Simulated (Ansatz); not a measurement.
`[CH3][Al]([Cl])[GaH2]` + CH₃SH → `C[S][Al]([CH3])[Cl]` + `[GaH3]` at 700 K and 1 bar (cleavage of the Al–Ga bond).

Program: Ansatz. Geometries: PBE0-D4/def2-TZVP. ΔE: electronic, gas phase. CCSD(T)/CBS is the MP2 limit (def2-TZVPP, def2-QZVPP) plus CCSD(T) − MP2 in def2-TZVPP, frozen cores. This one scheme is used for every species. For Ga outer-core shells are correlated without core-valence functions, which leaves a few kJ/mol of doubt a bond. Scalar relativity is left out up to krypton. Each species was taken in one conformer, which may not be the lowest.

| species | CCSD(T)/CBS energy (Eh) | H − E (kJ/mol) | S (J/(mol·K)) |
| --- | --- | --- | --- |
| `[CH3][Al]([Cl])[GaH2]` | -2666.85860 | 211.5 | 505.1 |
| CH₃SH | -438.22835 | 160.2 | 309.0 |
| `C[S][Al]([CH3])[Cl]` | -1179.41428 | 288.0 | 524.1 |
| `[GaH3]` | -1925.70545 | 80.8 | 262.3 |

H − E and S are ideal-gas, rigid-rotor, harmonic terms from PBE0-D4/def2-TZVP, for one conformer and one mirror image of each species. 1 Eh = 2625.50 kJ/mol, R = 8.31446 J/(mol·K).

Task: By hand: ΔE, ΔH, ΔS and ΔG.

Result: ΔE = (-1179.41428) + (-1925.70545) − (-2666.85860) − (-438.22835) = -0.03278 Eh = -86.1 kJ/mol. Δ(H − E) = 288.0 + 80.8 − 211.5 − 160.2 = -2.9, so ΔH = -89.0 kJ/mol. ΔS = 524.1 + 262.3 − 505.1 − 309.0 = -27.7 J/(mol·K). ΔG = -89.0 − 700 × (-27.7)/1000 = -69.6 kJ/mol.

Task: By hand: the equilibrium constant, and the temperature at which ΔG would vanish if ΔH and ΔS stayed fixed.

Result: log₁₀ K = −ΔG/(RT ln 10) = 5.2. ΔG = 0 at ΔH/ΔS = 3213 K, far beyond where these terms or the molecules hold.

ΔH outweighs TΔS. A doubt of 5 kJ/mol in ΔE shifts log₁₀ K by 0.4 here. Other conformers and mirror images would add mixing entropy, several J/(mol·K) or more a flexible species. Modes under 60 cm⁻¹, often nearly free rotors, make the harmonic entropy too high. These are equilibria of isolated gas molecules and say nothing of rates. Largest T1 diagnostic: 0.013 (customary marks: 0.02 for closed shells, 0.045 for open ones).
